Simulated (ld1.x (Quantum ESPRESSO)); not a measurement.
**P (Z = 15), TM: configuration errors across variants**

- Element: phosphorus (P)
- Generator: ld1.x (Quantum ESPRESSO) 7.5
- Type: norm-conserving Troullier–Martins (Kleinman–Bylander form)
- Functional: PBEsol
- Relativity: scalar-relativistic
- Frozen core: [Ne]
- Valence charge: 5
- Reference configuration: 3s2 3p2 (charge +1)
- Partial waves: 3s (bound): rc 1.55 bohr; 3p (bound): rc 1.70 bohr; 3d channel at 0.2 Ry: rc 1.60 bohr
- Local potential: all-electron potential smoothed inside 1.65 bohr (lloc = -1)
- Core correction: none

All-electron excitation energies from the reference (eV): (1) 3s2 3p3 -9.698; (2) 3s2 3p1 19.112; (3) 3s2 3p0 48.817; (4) 3s2 3p2.5 -5.938; (5) 3s1 3p0 100.730; (6) 3s1 3p4 -1.189; (7) 3s1 3p3 9.095.

Errors AE − PS in meV (a dash: test not solved or not reliable):

```csv
change,(1),(2),(3),(4),(5),(6),(7),bound ghosts
base,+4.3,+9.9,+64,+1.6,+218,+2.4,+1.8,none
"all radii scaled by about 0.78 (s 1.20, p 1.32, d 1.24 bohr); local potential all-electron potential smoothed inside 1.28 bohr (lloc = -1)",+4.8,+10,+61,+1.7,+207,+3.9,+3.4,none
"all radii scaled by about 0.86 (s 1.34, p 1.46, d 1.38 bohr); local potential all-electron potential smoothed inside 1.42 bohr (lloc = -1)",+4.7,+11,+65,+1.7,+216,+3.6,+3.2,none
"all radii scaled by about 0.92 (s 1.42, p 1.56, d 1.46 bohr); local potential all-electron potential smoothed inside 1.52 bohr (lloc = -1)",+4.4,+10,+64,+1.7,+218,+2.7,+2.3,none
"all radii scaled by about 1.12 (s 1.74, p 1.90, d 1.80 bohr); local potential all-electron potential smoothed inside 1.84 bohr (lloc = -1)",+4.2,+10.0,+64,+1.6,+210,+4.0,+2.2,none
"all radii scaled by about 1.21 (s 1.88, p 2.06, d 1.94 bohr); local potential all-electron potential smoothed inside 2.00 bohr (lloc = -1)",+4.4,+11,+68,+1.7,+195,+5.9,+1.9,none
"all radii scaled by about 1.30 (s 2.02, p 2.22, d 2.08 bohr); local potential all-electron potential smoothed inside 2.14 bohr (lloc = -1)",+4.0,+9.7,+64,+1.6,+169,+6.0,+0.9,none
```

Task: Give the same row for: all radii scaled by about 1.37 (s 2.12, p 2.34, d 2.20 bohr); local potential all-electron potential smoothed inside 2.26 bohr (lloc = -1).

Result: +3.5, +9.1, +61, +1.4, +142, +5.3, -1.0; bound ghosts: none.
